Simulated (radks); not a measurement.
Results of a calculation; reference values are marked as such.
Question: Tc5+, 38 electrons, occupied as [Kr] 4d(3/2: 1, 5/2: 0) 5p(1/2: 1, 3/2: 0) (not the ground configuration). Code: a radial shooting solver on a logarithmic mesh with Libxc functionals. Model: Dirac Kohn-Sham, PBE, spin-unpolarised, spherical densities, finite nucleus; Fermi nuclear charge, rms radius 4.4112 fm. Some entries of the table are withheld. Estimate them.

| orbital | occ. | eigenvalue (hartree) | r(max) (bohr) |
|---|---|---|---|
| 1s1/2 | 2 | -769.1861 | 0.02228 |
| 2s1/2 | 2 | -112.0592 | 0.1263 |
| 2p1/2 | 2 | (1) | 0.09815 |
| 2p3/2 | 4 | (2) | 0.1021 |
| 3s1/2 | 2 | -21.72558 | 0.3723 |
| 3p1/2 | 2 | (3) | (4) |
| 3p3/2 | 4 | (5) | (6) |
| 3d3/2 | 4 | -11.94467 | (7) |
| 3d5/2 | 6 | -11.80439 | (8) |
| 4s1/2 | 2 | -5.21371 | 0.9383 |
| 4p1/2 | 2 | -4.21831 | 0.9868 |
| 4p3/2 | 4 | -4.09699 | 1.009 |
| 4d3/2 | 1 | -2.54932 | (9) |
| 4d5/2 | 0 | -2.53248 | (10) |
| 5p1/2 | 1 | -1.60788 | 2.354 |
| 5p3/2 | 0 | -1.58083 | 2.396 |

Answer: 
(1) 2p1/2 eigenvalue (hartree): -103.5421
(2) 2p3/2 eigenvalue (hartree): -99.19702
(3) 3p1/2 eigenvalue (hartree): -18.45408
(4) 3p1/2 r(max) (bohr): 0.3593
(5) 3p3/2 eigenvalue (hartree): -17.72576
(6) 3p3/2 r(max) (bohr): 0.3687
(7) 3d3/2 r(max) (bohr): 0.3095
(8) 3d5/2 r(max) (bohr): 0.3122
(9) 4d3/2 r(max) (bohr): 1.153
(10) 4d5/2 r(max) (bohr): 1.161
